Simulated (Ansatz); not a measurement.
The lowest singlet and triplet of F2Si (SMILES F[Si]F); geometries from B3LYP-D3(BJ)/def2-TZVP, each state relaxed from the structure named, with no frequency check.
Singlet (charge 0, multiplicity 1):
```xyz
3

F     -1.23896    -0.45010     0.00000
Si    -0.00056     0.57716     0.00000
F      1.23983    -0.44770     0.00000
```
Triplet (charge 0, multiplicity 3):
```csv
atom,x (Å),y (Å),z (Å)
F,-1.3456,-0.3843,0.0000
Si,-0.0004,0.4926,0.0000
F,1.3463,-0.3819,0.0000
```

```csv
level,"gap E(singlet) − E(triplet), adiabatic (kJ/mol)",cost
U-HF/cc-pV(T+d)Z,-215.3,-
U-HF/cc-pV(Q+d)Z,-212.0,-
R-SVWN5/def2-TZVPP,-314.7,×0.6
R-r2SCAN/def2-TZVPP,-265.7,×2
R-PBE0/def2-TZVPP,-284.1,×1
U-PBE0/def2-TZVPP,-284.1,×1
U-BHLYP/def2-TZVPP,-299.9,×1
R-wB97X-V/def2-TZVPP,-313.0,×2
U-MP2/cc-pV(T+d)Z,-291.5,-
U-MP2/cc-pV(Q+d)Z,-292.4,-
U-SCS-MP2/cc-pV(D+d)Z,-301.8,-
R-CCSD/cc-pV(D+d)Z,-305.3,-
U-CCSD/cc-pV(D+d)Z,-305.3,-
U-CCSD/cc-pV(Q+d)Z,-302.4,-
U-CCSD(T)/cc-pV(D+d)Z,-308.6,×3
R-CCSD(T)/cc-pV(T+d)Z,-307.7,×6
"SA-CASSCF(2,2)/cc-pV(Q+d)Z",-268.9,-
"SC-NEVPT2 on SA-CASSCF(2,2)/cc-pV(Q+d)Z",-296.8,-
"FIC-MRCISD+Q on SA-CASSCF(2,2)/cc-pV(T+d)Z",-303.6,-
"FIC-MRCISD+Q on SA-CASSCF(2,2)/cc-pV(Q+d)Z",-302.1,-
```

The rows run from -314.7 (R-SVWN5/def2-TZVPP) to -212.0 kJ/mol (U-HF/cc-pV(Q+d)Z). From cc-pV(T+d)Z to cc-pV(Q+d)Z U-MP2 changes by -1.0. The 4 R-functionals in def2-TZVPP without D3 or D4 span 49.0, from R-SVWN5 to R-r2SCAN.

A positive gap puts the triplet lower; no zero-point energy. R- takes a restricted singlet. U- takes an unrestricted singlet (broken symmetry where lower, unprojected). The triplet is unrestricted in single-reference levels. Active spaces average the two states.

Frozen-core correlation.

Run with Ansatz (Gaussian basis) for Hartree–Fock, density functionals and correlated methods. Each number belongs to the level named beside it.

Costs are rough ratios of core time to R-PBE/def2-TZVPP (about 2.7 s over the structures, on one shared machine); a dash marks a level with no comparable run of its own. 

Measured: singlet 1A1 below triplet 3B1 by 26319.5 cm-1 = 75.3 kcal/mol (with zero-point energy) [NIST CCCBDB].

Ansatz is a first-principles code.
